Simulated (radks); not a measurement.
Tc+, configuration [Kr] 4d4 5s2 (not the ground configuration). Method: scalar-relativistic Kohn-Sham, LDA (Slater exchange, Perdew-Wang correlation), spin-unpolarised, spherical densities, point nucleus; computed with a radial shooting solver on a logarithmic mesh with Libxc functionals. Some entries of the table are withheld. Estimate them.

| orbital | occ. | eigenvalue (eV) | <r^2> (bohr^2) |
|---|---|---|---|
| 1s | 2 | -20852.18 | 0.001590 |
| 2s | 2 | -2986.038 | (1) |
| 2p | 6 | -2675.661 | 0.02079 |
| 3s | 2 | (2) | (3) |
| 3p | 6 | -427.4424 | (4) |
| 3d | 10 | (5) | (6) |
| 4s | 2 | -84.8232 | 1.254 |
| 4p | 6 | -56.6472 | 1.546 |
| 4d | 4 | -17.1270 | 3.070 |
| 5s | 2 | -12.9218 | 9.489 |

Answer. 
(1) 2s <r^2> (bohr^2): 0.02644
(2) 3s eigenvalue (eV): -529.3158
(3) 3s <r^2> (bohr^2): 0.1984
(4) 3p <r^2> (bohr^2): 0.2022
(5) 3d eigenvalue (eV): -262.0550
(6) 3d <r^2> (bohr^2): 0.1913
